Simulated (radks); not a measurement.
Species: Pt I. Configuration: [Xe] 4f14 5d9 6s1. Calculated with a radial shooting solver on a logarithmic mesh with Libxc functionals: scalar-relativistic Kohn-Sham, LDA (Slater exchange, Perdew-Wang correlation), spin-polarised, spherical densities, finite nucleus; open shells are filled with parallel spins first (spin-orbit coupling, left out, can overturn this in heavy ions); Fermi nuclear charge, rms radius 5.427 fm; hard spherical wall at 1.5 bohr.

Local quantities along the radius. ELF = 1/(1 + alpha^2) is the electron localisation function; alpha = (tau - tau_W)/tau_unif compares the Pauli kinetic energy density with that of the uniform gas (summed over spins). tau is taken from the large components.

r (bohr)     ELF    alpha
0.000727   1.000  0.02174
0.0009317  0.999  0.02263
0.001194   0.999  0.02401
0.00153    0.999  0.02608
0.001945   0.999  0.02902
0.002492   0.999  0.03353
0.003194   0.998  0.04040
0.004093   0.997  0.05124
0.005203   0.995  0.06846
0.006667   0.990  0.09946
0.008544   0.976   0.1578
0.01095    0.930   0.2750
0.01403    0.790   0.5163
0.01784    0.533   0.9353
0.02286    0.346    1.376
0.02929    0.381    1.276
0.03753    0.588   0.8374
0.04771    0.731   0.6063
0.06114    0.690   0.6699
0.07835    0.451    1.103
0.1004     0.363    1.324
0.1276     0.586   0.8401
0.1636     0.718   0.6272
0.2096     0.479    1.043
0.2686     0.283    1.590
0.3415     0.602   0.8123
0.4376     0.702   0.6522
0.5607     0.458    1.089
0.7185     0.373    1.295
0.9134     0.651   0.7325
1.171      0.766   0.5522

On this mesh the ELF has minima near r = 0.026, 0.088, 0.27, 0.63 bohr, which separate the shells, and maxima near 0.054 (0.74), 0.16 (0.72), 0.39 (0.70), 1.2 (0.77).
